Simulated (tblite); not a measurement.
Compound: C₅H₁₀Si.
Geometry (GFN2-xTB, Å), atoms numbered from 1 in this order:
```
atom  x, y, z in Å
C1     2.451    1.359    0.546
C2     1.364    0.844    1.098
Si3    0.643   -0.852    0.699
C4    -1.082   -0.593   -0.038
C5    -2.175   -1.112    0.504
C6    -1.156    0.244   -1.281
H7     3.020    0.817   -0.192
H8     2.827    2.340    0.798
H9     0.835    1.440    1.834
H10    1.501   -1.530   -0.282
H11    0.543   -1.649    1.928
H12   -3.157   -0.958    0.082
H13   -2.137   -1.716    1.395
H14   -0.565   -0.213   -2.074
H15   -0.739    1.233   -1.092
H16   -2.182    0.354   -1.628
```

All values are computed: GFN2-xTB (tblite) harmonic vibrations without scaling, gas phase. This tight-binding method is rough: wavenumbers can miss measured ones by several per cent, in bad cases by 10 to 20. Modes of hydrogen on silicon can be 10 to 20 % off. One conformer, not necessarily the lowest.

Harmonic wavenumbers (cm⁻¹): 32.2, 36.1, 117.6, 140.3, 251.6, 284.7, 366.7, 374.9, 470.2, 521.4, 580.7, 634.8, 680.9, 693.8, 743.9, 772.6, 909.0, 919.7, 966.4, 1008.3, 1012.7, 1030.2, 1039.9, 1218.0, 1274.6, 1399.7, 1423.0, 1426.3, 1482.4, 1490.0, 1669.8, 1686.7, 2204.7, 2216.4, 2998.4, 3011.4, 3016.5, 3017.1, 3059.2, 3066.3, 3097.2, 3105.5.

A = 5029, B = 1650, C = 1405 MHz; mass 98.055 u (most abundant isotopes); point group C1, symmetry number 1.

Task: Zero-point energy?

Result: ½Σν̃ = 27726 cm⁻¹ = 331.67 kJ/mol.

Task: Entropy at 350 K, 1 bar (ideal gas, RRHO, classical rotation)?

Result: Translation 169.38, rotation 117.95, vibration 130.33: S = 417.7 J/(mol K).

Task: And Cp and H(350 K) − H(0)?

Result: Cp = 158.54 J/(mol K), of which vibrations give 125.28 (their classical limit is 42 R = 349.2); H(350 K) − H(0) = 34.05 kJ/mol without the zero-point energy, 22.41 from vibrations.

Task: How do the functions run with temperature in this model?

Result: 
```csv
T (K),S (J/(mol K)),Cp (J/(mol K)),H − H(0) (kJ/mol),G − H(0) (kJ/mol),ln q(vib)
100,285.4,71.0,5.39,-23.15,2.30
200,344.9,105.5,14.17,-54.81,4.64
300,394.5,141.6,26.54,-91.83,6.87
500,481.8,201.9,61.22,-179.69,11.24
800,590.6,260.7,131.33,-341.13,17.42
1000,651.7,287.1,186.24,-465.49,21.23
```

q(vib) and H(0) count from the zero-point level.

Task: Blend soft modes into free rotors: weight 1/[1 + (100 cm⁻¹/ν̃)⁴] for the oscillator and the rest for a rotor with moment μB/(μ + B), μ = h/(8π²ν), B = 10⁻⁴⁴ kg m². What vibrational entropy results?

Result: 114.20 J/(mol K) in place of 130.33, which changes −T·S at 350 K by +5.64 kJ/mol.

Hindered rotation and anharmonicity are outside this model. Other conformers, if any are populated, would add a mixing term that is left out. The structure is chiral; the term R ln 2 for an equal mix with its mirror image is left out.

Hardware: an Intel Xeon Platinum 8259CL at 2.50 GHz with one thread, shared host with 96 logical CPUs at a one-minute load of 48. Cost: 0.78 s of wall time. The figure is for the frequency step alone.
